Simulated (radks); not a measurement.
The numbers below are computed, except where a source is named.
Species: the strontium ion Sr+. Configuration: [Kr] 5s1.

Code: a radial shooting solver on a logarithmic mesh with Libxc functionals. Model: scalar-relativistic Kohn-Sham, LDA (Slater exchange, Perdew-Wang correlation), spin-unpolarised, spherical densities, finite nucleus; Fermi nuclear charge, rms radius 4.224 fm.

Energy parts (hartree):
total: -3175.56189
kinetic: 3255.38879
electron-nucleus: -7642.89597
Hartree: 1312.98607
exchange-correlation: -101.04079

Orbitals (lengths in bohr, moments of r in powers of bohr; <r^-3> diverges for s and p1/2; r(max) is where P^2 peaks):
orbital  occ.  eigenvalue (hartree)  <r^-3>       <r^4>   r(max)
1s          2             -585.0143       -  0.00001107  0.02557
2s          2             -79.43765       -    0.002132   0.1453
2p          6             -70.67378    1800    0.001532   0.1161
3s          2             -12.46476       -      0.1224   0.4364
3p          6              -9.63687   279.1      0.1410   0.4309
3d         10              -4.95076   35.28      0.1879   0.3756
4s          2              -1.73923       -       6.744    1.187
4p          6              -1.07385   31.74       13.00    1.322
5s          1              -0.31539       -       417.3    3.390

The highest occupied level is 5s at -8.582 eV. For comparison, the ionisation energy in NIST's Atomic Spectra Database is 11.030 eV (measured). In exact Kohn-Sham theory the highest level is minus the ionisation energy, but local and semilocal functionals leave it too shallow, through self-interaction and a potential that decays too fast; potentials with the right tail come closer. The electron density at the nucleus is 6.169e+04 e/bohr^3 (large components only). The density falls to 0.001 e/bohr^3 at r = 4.46 bohr. Summed over all electrons, <r^2> = 43.30 bohr^2, which gives a Langevin (diamagnetic) susceptibility term of -34.3 x 10^-6 cm^3/mol.

Beside tabulated values, note that spin-unpolarised runs miss the spin-polarisation part of the exchange energy of open shells.
